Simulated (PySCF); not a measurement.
**Correlation energy of Hg (mercury, neutral)**

[Xe] 4f14 5d10 6s1 6d1, high-spin 3D determinant (an excited configuration). Calculation: PySCF 2.14, in x2c-TZVPPall with one added diffuse shell each of s, p, d, f type (12s8p8d4f1g, 113 functions); the spin-free X2C one-electron Hamiltonian (Gaussian nucleus). Frozen: [Kr] 4d10 4f14; 20 electrons correlated.

| level | correlation energy (mhartree) |
| --- | --- |
| CCSD | -553.72 |
| (T) | -15.42 |
| CCSD(T) | -569.14 |

Diagnostics: T1 = 0.0097, D1 = 0.0357, largest double amplitude 0.026.

Spin-orbit coupling, absent here, splits the open shell strongly. The outer electron is Rydberg-like, and this basis confines it to a smaller radius and binds it less than a complete one would.

Cost of the coupled-cluster step: of the order of 3 core-minutes, for 20 correlated electrons.

This basis was not built for core-valence correlation, so the inner-shell part is incomplete.
